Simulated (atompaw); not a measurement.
**What one change does to a pseudopotential (Tm, PAW (atompaw))**

```json
{
  "Element": "Tm",
  "Generator": "atompaw 4.2.0.5",
  "Type": "PAW",
  "Functional": "LDA (PW92)",
  "Relativity": "scalar-relativistic",
  "Frozen core": "[Kr] 4d10 4f12",
  "Valence charge": "11",
  "Reference configuration": "5s2 5p6 5d1 6s1 6p1",
  "Partial waves": "5s (bound); 6s (bound); 5p (bound); 6p (bound); 5d (bound); 5d channel at 1.95 Ry; 5f channel at -0.2 Ry; 5f channel at 2.1 Ry",
  "Local potential": "ultrasoft scheme with l = 4 at 0 Ry, radius 2.65 bohr",
  "Core correction": "smooth core density matched at 1.90 bohr",
  "Augmentation charge": "sinc compensation charge, radius 2.40 bohr; PAW radius 3.00 bohr; waves and projectors: bloechl"
}
```

All-electron outer shells of the reference configuration (LDA (PW92), scalar-relativistic, ld1.x):

```
shell  level (eV)  outermost node (bohr)  outermost maximum (bohr)
   4d     -180.23                   0.24                      0.50
   5s      -59.24                   0.59                      1.08
   5p      -31.94                   0.63                      1.24
   4f      -11.19                      –                      0.49
   6s       -5.49                   1.46                      3.05
   5d       -3.26                   0.71                      1.85
   6p       -2.03                   1.77                      4.22
```

Change: all radii scaled by about 1.13 (s 2.04, p 2.32, d 3.40, f 3.40 bohr); local potential ultrasoft scheme with l = 4 at 0 Ry, radius 3.00 bohr; augmentation sinc compensation charge, radius 2.72 bohr; PAW radius 3.40 bohr; waves and projectors: bloechl; core correction smooth core density matched at 2.16 bohr.

Cutoffs: the cutoffs (Ry, on a coarse ladder) from which the occupation-weighted sum of valence levels, in a spherical-Bessel basis at the reference potential, stays within 10 and 1 mRy of its value at 400 Ry; they do not see the model core or the augmentation charge, which bear on the density cutoff.

Question: What does the change do?

Answer: The potential gets softer (18 Ry and 25 Ry → 15 Ry and 21 Ry); neither file shows a bound ghost. A larger radius leaves more room for a smooth pseudo-wave, so fewer plane waves are needed.

| quantity | base | changed |
| --- | --- | --- |
| cutoff, loose | 18 Ry | 15 Ry |
| cutoff, tight | 25 Ry | 21 Ry |
| loose cutoff by channel (10 mRy a level) | s 12 Ry, p 15 Ry, d 12 Ry | s 10 Ry, p 12 Ry, d 10 Ry |
| bound ghosts | none | none |
| lowest overlap eigenvalue by channel | s 0.56, p 0.69, d 0.94, f 0.72 | s 0.66, p 0.72, d 0.94, f 0.64 |

 The cutoffs see the waves, projectors and local potential, not the compensation charge or the core.
